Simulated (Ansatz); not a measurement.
The cluster Ge6N. Charge 0, multiplicity 2. Geometry PBE-D4/def2-SVP; atoms count from 1.

```xyz
7

N     0.1253   -0.0906   -1.2163
Ge    1.5110   -0.7958    1.5141
Ge   -1.5647   -0.7433   -0.2792
Ge   -1.1716    1.2506   -1.8282
Ge    0.0018    1.3059    0.5797
Ge    1.9985    0.0247   -0.8950
Ge   -0.9003   -0.9515    2.1249
```

The structure comes from a short search, and lower isomers may exist.

Question: Estimate the Mulliken populations from the PBE0/def2-TZVP orbitals of Ansatz.

Answer: 
```
atom  charge (e)  spin (α − β)
  N1       -0.47          0.04
 Ge2        0.00          0.66
 Ge3        0.16         -0.02
 Ge4        0.23          0.15
 Ge5       -0.06         -0.03
 Ge6        0.23          0.19
 Ge7       -0.08          0.02
```
Mulliken values depend strongly on the basis.

Question: Where does the spin sit?

Answer: Summed by element: N 0.04, Ge 0.96, of 1 unpaired in all. Largest on single atoms: Ge2 0.66, Ge6 0.19, Ge4 0.15.

Question: And the Mayer bond orders between heavy atoms (over 0.3)?

Answer: N1–Ge3 0.62 (2.04 Å); N1–Ge4 0.79 (1.96 Å); N1–Ge5 0.47 (2.28 Å); N1–Ge6 0.86 (1.90 Å); Ge2–Ge5 0.51 (2.75 Å); Ge2–Ge6 0.83 (2.59 Å); Ge2–Ge7 0.96 (2.49 Å); Ge3–Ge4 0.70 (2.56 Å); Ge3–Ge5 0.48 (2.72 Å); Ge3–Ge7 0.88 (2.50 Å); Ge4–Ge5 0.51 (2.68 Å); Ge5–Ge6 0.39 (2.79 Å); Ge5–Ge7 0.53 (2.88 Å).
